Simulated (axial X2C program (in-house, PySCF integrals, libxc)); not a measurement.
## Which molecule has these constants?

Calculated with an in-house all-electron X2C program for linear molecules (integrals from PySCF), spin-free (one-electron X2C) or two-component (2c: spin–orbit coupling with atomic mean-field Coulomb and Gaunt terms, which also bring small scalar terms), in Dyall basis sets with cores contracted in-house; open shells are unrestricted.

A two-component CCSD(T) calculation in a Dyall 3-zeta basis gave Re = 2.520 Å, ωe = 243.2 cm⁻¹, Ω = 1/2.

Question: Which molecule is it?
A. SnI
B. SnF
C. SnCl
D. SnBr

Answer: D. The others have SnF 1.950 Å and 578.9 cm⁻¹ (Ω = 1/2); SnCl 2.397 Å and 340.2 cm⁻¹ (Ω = 1/2); SnI 2.748 Å and 192.3 cm⁻¹ (Ω = 1/2).

Frozen shells (counts by l): SnBr Sn 4s3p1d, Br 3s2p1d, 21 electrons correlated; SnF Sn 4s3p1d, F 1s, 21 electrons correlated; SnCl Sn 4s3p2d, Cl 2s1p, 11 electrons correlated; SnI I 4s3p2d, Sn 4s3p2d, 11 electrons correlated. Coupled cluster in natural virtuals with an MP2 remainder. Where the outer core of a metal is frozen, bonds come out longer and ionisation energies lower.

Each entry is the lowest single determinant of a limited PBE0 search at one distance. De goes to single-determinant-based atoms at the same level (for ions the charge split of lowest energy) and is withheld (n/a) where an atom does not fit its ground term or J level. Main or longest-lived isotopes.
